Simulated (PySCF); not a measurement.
KB: from constants to spectrum

UHF-CCSD(T) constants of KB, ³Π (triplet), unpaired electrons σ ↑, π ↑ (K pcseg-1, B pcseg-1; no relativity (PySCF 2.14); masses 38.9637 and 11.0093 u):

```
ωe              : 240.1 cm⁻¹
ωexe            : 2.7 cm⁻¹
Be              : 0.22542 cm⁻¹
αe              : 0.00290 cm⁻¹
D (centrifugal) : 7.95e-07 cm⁻¹
De to K + B     : 0.463 eV
```

(1) Give the vibrational terms G(v) and spacings up to v = 3.

(2) How well does the Morse estimate ωe²/(4ωexe) reproduce De, and what is D0?

Correlated steps freeze 6 core orbitals. Correlated levels converge slowly with the basis: in double zeta they bind strong bonds too weakly, by up to about 1 eV, and carry superposition errors of some tenths. The state is the lowest determinant that a PBE0 search found; another state may lie lower at other levels.

## Answers

(1) G(v) = ωe(v+½) − ωexe(v+½)².

```csv
v,G(v) (cm⁻¹),G(v) − G(v−1),Bv (cm⁻¹)
0,119,,0.2240
1,354,235,0.2211
2,583,229,0.2182
3,807,224,0.2153
```

(2) It gives 0.662 eV, 143 % of the computed De. D0 = De − G(0) = 0.463 − 0.015 = 0.448 eV.
